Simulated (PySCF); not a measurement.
C₆H₇N. Atoms are numbered in the order given.

```xyz
14

N      2.3382    -0.0688     0.0000
C      0.9511    -0.0080     0.0000
C      0.2231    -0.0032     1.2153
C     -1.1769     0.0030     1.2088
C     -1.8923     0.0057     0.0000
C     -1.1769     0.0030    -1.2088
C      0.2231    -0.0032    -1.2153
H      2.8062     0.2428    -0.8513
H      2.8062     0.2428     0.8513
H      0.7704    -0.0076     2.1716
H     -1.7171     0.0080     2.1684
H     -2.9920     0.0120     0.0000
H     -1.7171     0.0080    -2.1684
H      0.7704    -0.0076    -2.1716
```
Charge 0, spin multiplicity 1.

Geometry optimised at PBE-D3(BJ)/def2-SVP. The values are those of a single conformer.

The numbers are results of HF/def2-TZVP in PySCF, not measurements.

Symmetry labels are those of the subgroup Cs that the program uses (full group Cs).

Problem. List the valence orbital energies around the gap with their symmetry. (An estimate is asked for; the answer gives what the named calculation found.)

Solution. 
```json
[
 {"orbital": "HOMO−7", "symmetry": "A\"", "energy (eV)": "-15.99"},
 {"orbital": "HOMO−6", "symmetry": "A\"", "energy (eV)": "-15.64"},
 {"orbital": "HOMO−5", "symmetry": "A'", "energy (eV)": "-14.45"},
 {"orbital": "HOMO−4", "symmetry": "A'", "energy (eV)": "-13.73"},
 {"orbital": "HOMO−3", "symmetry": "A\"", "energy (eV)": "-13.15"},
 {"orbital": "HOMO−2", "symmetry": "A'", "energy (eV)": "-12.12"},
 {"orbital": "HOMO−1", "symmetry": "A\"", "energy (eV)": "-9.08"},
 {"orbital": "HOMO", "symmetry": "A'", "energy (eV)": "-7.87"},
 {"orbital": "LUMO", "symmetry": "A\"", "energy (eV)": "3.38"},
 {"orbital": "LUMO+1", "symmetry": "A'", "energy (eV)": "3.59"},
 {"orbital": "LUMO+2", "symmetry": "A'", "energy (eV)": "3.99"},
 {"orbital": "LUMO+3", "symmetry": "A'", "energy (eV)": "4.45"}
]
```
